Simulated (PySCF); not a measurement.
Here is a computed PBE0-D3(BJ)/def2-SVP geometry (Å):
```
atom  x, y, z in Å
C1     1.9324    0.0337    0.0420
O2     0.7762   -0.7255    0.2998
Si3   -0.7678   -0.2079    0.2688
O4    -1.0377    0.8917    1.4478
O5    -1.8090   -1.4599    0.4182
C6    -1.0299    0.6118   -1.3850
N7    -1.1657    1.1199   -2.4184
H8     2.7883   -0.6519   -0.0324
H9     2.1271    0.7500    0.8568
H10    1.8521    0.5925   -0.9068
H11   -1.9288    1.2337    1.5638
H12   -1.6988   -2.2171   -0.1643
```

Charge 0, singlet.

Problem. Which heavy atoms are bonded, and with what formal order?

Solution. C1–O2 1.41 Å (single); O2–Si3 1.63 Å (single); Si3–O4 1.63 Å (single); Si3–O5 1.64 Å (single); Si3–C6 1.86 Å (single); C6–N7 1.16 Å (triple). Bonds to hydrogen (Å): C1–H8 1.10; C1–H9 1.10; C1–H10 1.10; O4–H11 0.96; O5–H12 0.96.

Problem. Write the SMILES.

Solution. `CO[Si](O)(O)C#N`, C2H5NO3Si. Among its features: cyano group on a heteroatom and C–Si bond.

Problem. Name the point group.

Solution. C1 (no symmetry element, even within 0.4 Å).

Problem. Classify the heavy atoms.

Solution. C1: methoxy carbon; O2: silyl ether oxygen; Si3: oxygen-bound silicon; O4/O5: silanol oxygen; C6: cyano carbon; N7: cyano nitrogen.

Problem. What is the arrangement about C6?

Solution. It has 2 neighbours (Si3, N7) and is linear (angle 178.6°).

Problem. What is the arrangement about Si3?

Solution. It has 4 neighbours (O2, O4, O5, C6) and is tetrahedral (angles from 106.8° to 111.0°).
